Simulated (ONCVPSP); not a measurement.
Si, ONCV: configuration errors across variants

* Element: Si (Z = 14)
* Generator: ONCVPSP 4.0.1
* Type: optimised norm-conserving Vanderbilt (ONCV)
* Functional: PBEsol
* Relativity: scalar-relativistic
* Frozen core: [He]
* Valence charge: 12
* Reference configuration: 2s2 2p6 3s1.5 3p2.5
* Partial waves: 2s+3s: rc 0.40 bohr, ncon 4, nbas 7, qcut 38.9 1/bohr, 2 projectors; 2p+3p: rc 0.90 bohr, ncon 4, nbas 8, qcut 19.3 1/bohr, 2 projectors; d scattering state at 0.03 Ha: rc 0.75 bohr, ncon 4, nbas 7, qcut 12.3 1/bohr, 3 projectors, debl 2.3 Ha
* Local potential: polynomial inside 0.30 bohr (lpopt 5, dvloc0 0 Ha)
* Core correction: Teter function, fcfact 3, rcfact 1.05

All-electron excitation energies from the reference (eV): (1) 2s2 2p6 3s2 3p2 -3.377; (2) 2s2 2p6 3s2 3p1 4.336; (3) 2s2 2p6 3s2 3p0 20.300.

3 further variants failed, have other tests or too few solved ones, and are left out.

A true bound ghost makes a file unfit for plane-wave use even where its test errors are small: the radial tests pick states by their node count and pass the ghost by.

Errors AE − PS in meV (a dash: test not solved or not reliable):

```csv
change,(1),(2),(3),bound ghosts,GHOST(+) flags above zero
base,-0.2,+0.2,+1.7,"s, d",none
"all radii but the core radius scaled by about 0.87 (s 0.34, p 0.78, d 0.66 bohr); local potential polynomial inside 0.26 bohr (lpopt 5, dvloc0 0 Ha)",-0.6,-0.3,+0.9,"s, d",none
"all radii but the core radius scaled by about 0.97 (s 0.38, p 0.88, d 0.72 bohr)",-0.3,+0.1,+1.5,"s, d",none
"all radii but the core radius scaled by about 1.06 (s 0.42, p 0.96, d 0.80 bohr); local potential polynomial inside 0.32 bohr (lpopt 5, dvloc0 0 Ha)",-0.1,+0.3,+1.9,"s, d",none
"all radii but the core radius scaled by about 1.12 (s 0.44, p 1.02, d 0.84 bohr); local potential polynomial inside 0.34 bohr (lpopt 5, dvloc0 0 Ha)",-0.1,+0.4,+2.1,"s, d",none
"all radii but the core radius scaled by about 1.20 (s 0.48, p 1.08, d 0.90 bohr); local potential polynomial inside 0.36 bohr (lpopt 5, dvloc0 0 Ha)",0.0,+0.4,+2.3,s,none
```

(1) Give the same row for: all radii but the core radius scaled by about 0.94 (s 0.38, p 0.84, d 0.70 bohr); local potential polynomial inside 0.28 bohr (lpopt 5, dvloc0 0 Ha).

## Answers

(1) -0.3, +0.1, +1.4; bound ghosts: s, d; GHOST(+) flags above zero: none.
